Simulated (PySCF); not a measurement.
# Reading the logs of faulty runs: GeH3NOSi

These are calculations, not measurements. They come from PySCF 2.14.0, an open-source quantum chemistry program, on an isolated molecule that a program drew, which may never have been made. The molecule is GeH3NOSi (charge 0, singlet), drawn as the SMILES string `N=[SiH][O][GeH]`.

Each row is a Hartree-Fock (HF) and frozen-core CCSD(T) single point in the cc-pV(D+d)Z basis, meant for a local HF minimum. Run 1 is clean. Each other run has one planted mistake out of seven kinds, and not every kind appears here: one electron removed, one electron added, multiplicity raised by two, geometry at a saddle point, minimal basis STO-3G, one bond length entered in bohr, all coordinates scaled. The reference is restricted for singlets and unrestricted otherwise, and also for a bond in bohr. Adding or removing an electron swaps singlet and doublet. Electrons count all cores. HOMO and LUMO are orbital energies over both spins, the gradient is its largest component, and the lowest frequency (negative if imaginary) is given only where the gradient is small. Bond lengths are over the 6 bonds as drawn. T1 is the CCSD diagnostic: over 0.02 (restricted) or 0.045 (unrestricted) a single reference is doubtful. Germanium has the cc-pVDZ-PP basis, with a core potential (ECP10MDF) in place of its 10 inner electrons, and its 3s, 3p and 3d shells are frozen in CCSD(T).

Geometry of the clean run:
```xyz
7
GeH3NOSi, angstrom
N     1.0640    0.9583   -0.7136
Si    0.5621   -0.4176   -0.1592
O     1.3426   -1.1471    1.0365
Ge    2.9558   -0.9056    1.8525
H     0.6304    1.4723   -1.4558
H    -0.5935   -1.2416   -0.5376
H     3.8306   -1.1684    0.5494
```

| run | electrons | basis functions | <S^2> | HOMO (eV) | LUMO (eV) | gradient (hartree/bohr) | lowest frequency (cm^-1) | mean bond (Å) | longest bond (Å) | T1 | HF (hartree) | CCSD(T) (hartree) | mistake |
|---|---|---|---|---|---|---|---|---|---|---|---|---|---|
| 1 | 64 | 89 | 0.000 | -9.58 | 0.53 | 5.2e-06 | 38 | 1.5092 | 1.824 | 0.0195 | -713.38805 | -713.95651 | no fault |
| 2 | 63 | 89 | 0.784 | -13.72 | -6.50 | 1.3e-01 | - | 1.5092 | 1.824 | 0.0436 | -713.10382 | -713.62387 | one electron removed |
| 3 | 64 | 89 | 0.000 | -9.71 | 0.25 | 5.5e-05 | -66 | 1.5063 | 1.807 | 0.0196 | -713.38242 | -713.95096 | ? |
| 4 | 64 | 89 | 0.879 | -9.35 | 0.43 | 2.0e-02 | - | 1.7270 | 2.776 | 0.0366 | -713.27991 | -713.83862 | ? |

**Which mistake was planted in run 3, and what did it cost?**

The gradient is small, so the point is stationary, but the lowest frequency is imaginary (-66 cm^-1). So the mistake is: geometry at a saddle point. Subtracting run 1 and multiplying by 627.51 kcal/mol a hartree, the energy moved by 3.5 kcal/mol in HF and 3.5 kcal/mol in CCSD(T).

**Which mistake was planted in run 4, and what did it cost?**

The mean bond changes by a factor of 1.144 and the longest by 1.522, so the molecule wasn't scaled as a whole. A length L in bohr read as angstrom grows by (1/0.5292 - 1) L = 0.890 L. The 6 bonds together grew by 6 x 0.2178 = 1.307 Å, which gives L = 1.469 Å. That is bond Si2-H6, 1.469 Å in the clean geometry. So the mistake is: one bond length entered in bohr. Subtracting run 1 and multiplying by 627.51 kcal/mol a hartree, the energy moved by 67.9 kcal/mol in HF and 74.0 kcal/mol in CCSD(T).

